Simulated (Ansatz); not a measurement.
C2H8BNSi, SMILES `C=C[SiH2]BN` at its PBE0-D4/def2-TZVP geometry, where that method's forces vanish. Total charge 0; spin multiplicity 1.

```xyz
13

C     0.5927    1.1277   -2.3718
C    -0.1057    1.0367   -1.2434
Si   -0.4267   -0.5682   -0.3431
B     0.4384   -0.5999    1.4825
N    -0.3311   -0.7467    2.6262
H     0.7823    2.0797   -2.8607
H     1.0061    0.2490   -2.8591
H    -0.4911    1.9590   -0.8092
H     0.0923   -1.6721   -1.2039
H    -1.9066   -0.7603   -0.2080
H     1.6246   -0.4880    1.6247
H    -1.3327   -0.8496    2.6102
H     0.0574   -0.7674    3.5555
```

(1) What forces (eV/Å) does B3LYP-D4/def2-TZVPP give on these atoms in Ansatz 0.2.0? (Estimate.)

## Answers

(1) Ansatz gave: 
```
C1   0.079  0.039 -0.133
C2  -0.053  0.061  0.066
Si3 -0.063 -0.124 -0.008
B4   0.165  0.020 -0.075
N5  -0.036 -0.007  0.067
H6  -0.002 -0.070  0.021
H7  -0.024  0.073  0.021
H8   0.023 -0.049 -0.028
H9  -0.033  0.062  0.049
H10  0.081  0.009 -0.004
H11 -0.114 -0.011 -0.013
H12 -0.007 -0.003  0.023
H13 -0.015 -0.002  0.015
```

B3LYP here is the variant with VWN-RPA as its local correlation; programs differ in this.
